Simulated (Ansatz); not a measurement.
Reaction (redistribution): `[F][In]([F])[Br]` + `[F][Al]([F])[Br]` → `[F][In]([Br])[Br]` + `[F][Al]([F])[F]`

Isolated molecules relaxed with PBE0-D4/def2-TZVP in Ansatz; ΔE leaves out vibrations. CBS: MP2 limit from def2 TZ/QZ plus the TZ coupled-cluster correction, frozen cores. This one scheme is used for every species. DFT in def2-TZVPP. Elements past krypton have def2 core potentials. For Br, In outer-core shells are correlated without core-valence functions, which leaves a few kJ/mol of doubt a bond. Scalar relativity is left out up to krypton.

CCSD(T)/CBS gives -25.3 kcal/mol.

(1) Another level gave -25.1 kcal/mol. Which?
A. LC-ωPBE/def2-TZVPP
B. B2PLYP/def2-TZVPP
C. B97M-V/def2-TZVPP
D. HF/def2-TZVPP

Largest T1 diagnostic among the species: 0.014.

## Answers

(1) B. B2PLYP -25.1, HF/def2-TZVPP -26.6, B97M-V -23.4, LC-ωPBE -22.4 kcal/mol.

From BLYP to BHLYP (50 % exact exchange), in def2-TZVPP and without D4, ΔE moves by −2.6 kcal/mol. At CCSD(T), def2-SVP lies +0.8 kcal/mol from the extrapolated value and def2-TZVPP −0.3 kcal/mol. Leaving LDA and LC-ωPBE aside and taking each functional with its dispersion term where it has one, the values, not all of them listed here, spread over 4.3 kcal/mol, from BHLYP-D4 to revPBE-D4. LDA lies −1.5 kcal/mol from PBE without D4.
